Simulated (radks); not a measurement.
Question: All-electron calculation, scalar-relativistic Kohn-Sham, exchange-only LDA, spin-polarised, spherical densities, finite nucleus; Fermi nuclear charge, rms radius of each element as measured or else 0.836 A^(1/3) + 0.57 fm. Program: a radial shooting solver on a logarithmic mesh with Libxc functionals. Response by self-consistent Sternheimer equations with the Hartree and adiabatic exchange-only LDA kernel, the relativistic mass of each level held fixed and spin-orbit coupling left out. Rank I7+, Sn4+, Sb5+, Xe8+, Te6+, Cd2+, Pd, Ag+, In3+ (NIST ground configurations) by static dipole polarisability, largest first.

Answer: Pd 35.02, Ag+ 11.39, Cd2+ 5.877, In3+ 3.625, Sn4+ 2.471, Sb5+ 1.796, Te6+ 1.365, I7+ 1.072, Xe8+ 0.8627 bohr^3.
